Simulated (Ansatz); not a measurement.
C2H10GaN3, SMILES `C[N](C)[Ga]([NH2])[NH2]`. Charge 0, multiplicity 1. The geometry is a stationary point of PBE0-D4/def2-TZVP. It is one conformer, not always the lowest.

```xyz
16

C    -0.112    1.719   -0.875
N    -0.285    0.324   -0.580
C    -1.070   -0.369   -1.563
Ga    0.397   -0.483    0.904
N     0.068   -2.257    1.189
N     1.230    0.519    2.181
H     0.482    2.214   -0.104
H    -1.076    2.248   -0.935
H     0.400    1.875   -1.837
H    -2.073    0.074   -1.671
H    -1.208   -1.417   -1.289
H    -0.600   -0.345   -2.559
H     0.588   -2.754    1.893
H    -0.138   -2.866    0.415
H     1.825    0.076    2.862
H     1.571    1.442    1.970
```

**Question.** What is the dipole moment at r2SCAN/def2-TZVPP? (Best estimate.)

**Answer.** The calculation gave: 1.33 D, with components (1.24, -0.35, -0.32) D in this frame, pointing from negative to positive charge.

**Question.** And with PBE, B3LYP, ωB97M-V? (Estimate.)

**Answer.** Ansatz gave: PBE 1.30 D, B3LYP 1.37 D, ωB97M-V 1.40 D.

**Question.** Give the Mulliken charges with r2SCAN, B3LYP, PBE in def2-TZVPP. (Estimate.)

**Answer.** The calculation gave: 
```tsv
atom	r2SCAN	B3LYP	PBE
C1	-0.03	-0.17	-0.18
N2	-0.24	-0.23	-0.15
C3	-0.04	-0.17	-0.18
Ga4	0.42	0.40	0.28
N5	-0.44	-0.39	-0.37
N6	-0.44	-0.39	-0.37
H7	0.03	0.07	0.07
H8	0.04	0.08	0.08
H9	0.04	0.08	0.08
H10	0.04	0.08	0.07
H11	0.03	0.08	0.07
H12	0.04	0.08	0.08
H13	0.14	0.12	0.13
H14	0.14	0.12	0.13
H15	0.14	0.12	0.13
H16	0.14	0.12	0.13
```

B3LYP here is the variant with VWN-RPA as its local correlation; programs differ in this.
